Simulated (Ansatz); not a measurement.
Na8H7⁺, relaxed as a singlet with RKS PBE0-D4/def2-SVP in Ansatz, starting from the GFN1-xTB geometry. Force threshold 0.02 eV/Å.

The restricted singlet is unstable towards broken spin symmetry in Hartree–Fock (as tested in another run); at PBE0-D4/def2-SVP this wasn't settled. In the singlet, H12 and H13 lie 0.76 Å apart (atoms count from 1), so H2 has formed as a molecule. Another isomer (singlet) lies 1.08 eV lower at PBE0-D4/def2-TZVP; other spin states weren't run for this one.

Start:

| atom | x (Å) | y (Å) | z (Å) |
| --- | --- | --- | --- |
| Na1 | 2.5495 | -0.3954 | 3.3971 |
| Na2 | 2.9778 | -1.5942 | 0.1438 |
| Na3 | -0.6868 | -1.5550 | 3.8489 |
| Na4 | -1.8304 | -0.8732 | -2.0373 |
| Na5 | -1.2507 | 2.4606 | -2.0242 |
| Na6 | 1.3204 | 0.3848 | -2.5836 |
| Na7 | -0.9976 | -3.1260 | 0.7594 |
| Na8 | 0.8860 | -3.1379 | -2.1987 |
| H9 | -1.5472 | -2.6225 | 2.4750 |
| H10 | -2.4549 | 0.8959 | -1.8618 |
| H11 | 0.8845 | -0.5757 | 4.2827 |
| H12 | -2.2190 | 4.2407 | -1.5016 |
| H13 | -1.7866 | 4.4945 | -2.0894 |
| H14 | 0.6726 | 2.1345 | -2.3364 |
| H15 | 3.4825 | -0.7313 | 1.7261 |

Problem. Estimate the energy that the relaxation releases and the steps that it takes.

Solution. 2.17 eV, in 92 steps; 6.3 min on 4 threads of Arm Neoverse V2 on a shared host. No frequencies were taken in this run, so the end may be a saddle point.

Problem. Does the start keep its bonding?

Solution. Bonds lost: Na4–Na6, Na4–Na8, Na5–H12, Na5–H13 (atoms count from 1). Bonds formed: Na2–Na7, Na4–H9, Na6–H15 (atoms count from 1). Metal–metal contacts that move far: Na1–Na6 6.16 to 3.13 Å, Na3–Na4 6.03 to 3.71 Å, Na1–Na3 3.47 to 4.14 Å, Na6–Na8 3.57 to 4.15 Å, Na5–Na6 3.35 to 3.93 Å.

Problem. Predict the relaxed structure.

Solution. 
Cartesian coordinates in Å:
```
Na 1.983 0.667 1.687
Na 3.613 -2.417 0.206
Na -1.418 -1.234 3.074
Na -3.663 -0.784 0.156
Na -0.976 1.858 -0.721
Na 2.598 0.365 -1.364
Na -0.292 -2.180 0.351
Na 1.594 -3.475 -2.579
H -2.412 -1.997 1.377
H -2.700 0.844 -0.487
H 0.456 -0.839 2.250
H -2.076 3.847 -2.047
H -1.378 4.150 -2.079
H 1.067 1.517 -0.341
H 3.603 -0.322 0.515
```
Bond lengths (bridged metal pairs left out): 4 × Na–Na 3.60 to 3.91 Å; 12 × H–Na 2.00 to 2.36 Å.
